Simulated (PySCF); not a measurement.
Geometries of 3 isomers of C3H8Si, from PBE0-D3(BJ)/def2-SVP geometry optimisation, gas phase (PySCF). One conformer each, no zero-point energy, no frequencies.

Question: Which isomer lies lowest at this level?
A.
```xyz
12
angstrom
C      1.562   -1.197    0.455
C      1.006    0.016    0.510
C      0.100    0.606   -0.520
Si    -1.706    0.633    0.055
H      2.193   -1.570    1.265
H      1.407   -1.860   -0.403
H      1.193    0.637    1.396
H      0.147    0.041   -1.465
H      0.386    1.648   -0.747
H     -2.188   -0.760    0.303
H     -2.568    1.270   -0.990
H     -1.833    1.417    1.322
```
B.
```xyz
12
angstrom
Si     0.760    0.306    0.307
H      0.623    0.304    1.798
H      2.217    0.209   -0.029
C      0.066    1.897   -0.419
H      0.616    2.774   -0.046
H     -0.995    2.013   -0.152
H      0.145    1.890   -1.517
C     -0.145   -1.192   -0.358
C     -0.819   -2.055    0.412
H     -0.135   -1.372   -1.442
H     -0.871   -1.936    1.500
H     -1.348   -2.921   -0.003
```
C.
```xyz
12
angstrom
C      1.848    0.198   -0.257
Si     0.251   -0.226    0.617
C     -1.242   -0.762   -0.353
C     -1.319    0.678    0.201
H      2.497   -0.685   -0.355
H      1.627    0.576   -1.267
H      2.407    0.976    0.286
H      0.394   -0.756    1.999
H     -1.936   -1.490    0.081
H     -1.170   -0.861   -1.443
H     -2.066    0.867    0.980
H     -1.285    1.485   -0.541
```

Answer: B. That is `[H][Si]([H])(C)C=C` (SiH2Me(vinyl)), 4.0 kcal/mol below the next.

```
            SMILES         atoms numbered as above      E (Eh)  relative (kcal/mol)  relative (kJ/mol)  dipole (D)
[H][Si]([H])(C)C=C                               –  -408.16182                  0.0                0.0        0.75
        C[SiH]1CC1  [CH3:1][SiH:2]1[CH2:3][CH2:4]1  -408.15545                  4.0               16.7        0.83
        C=CC[SiH3]   [CH2:1]=[CH:2][CH2:3][SiH3:4]  -408.15173                  6.3               26.5        0.52
```
